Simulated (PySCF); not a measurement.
These 2 structures share the formula C7H6N2. Level of theory: PBE0-D3(BJ)/def2-SVP geometry optimisation, gas phase (PySCF). Energies are electronic, without zero-point or thermal terms, for one conformer each. No frequencies were run at this level. Point groups hold within 0.08 Å.

Question: Order them by energy at this level, lowest first, and give relative energies in kJ/mol.
A. `[CH3:1][CH:2]=[C:3]=[C:4]([C:5]#[N:6])[CH2:7][C:8]#[N:9]` with C3–C4–C7–C8 -107°
B. `c1ccc2[nH]ncc2c1`

Answer: B (0.0), A (294.8).

As drawn, the lower has an aromatic ring, an N–N linkage and an N–H bond, which the higher lacks; the higher has a C≡N group, cumulated double bonds and a C=C bond outside aromatic rings, which the lower lacks.

```csv
SMILES,E (Eh),E rel (kJ/mol),dipole (D),point group,"A, B, C (MHz)"
c1ccc2[nH]ncc2c1,-379.15319,0.0,1.73,Cs,"3996, 1637, 1162"
CC=C=C(C#N)CC#N,-379.04089,294.8,6.31,C1,"1946, 1056, 790.7"
```

How do the relative energies change in single points at PBE0/def2-SVPD (no added dispersion term) on the same geometries?

| SMILES | PBE0-D3(BJ)/def2-SVP (kJ/mol) | PBE0/def2-SVPD (kJ/mol) | shift |
| --- | --- | --- | --- |
| c1ccc2[nH]ncc2c1 | 0.0 | 0.0 | 0.0 |
| CC=C=C(C#N)CC#N | 294.8 | 292.3 | -2.5 |

Each column counts from its own lowest isomer. The order is unchanged; the largest shift is 2.5 kJ/mol.
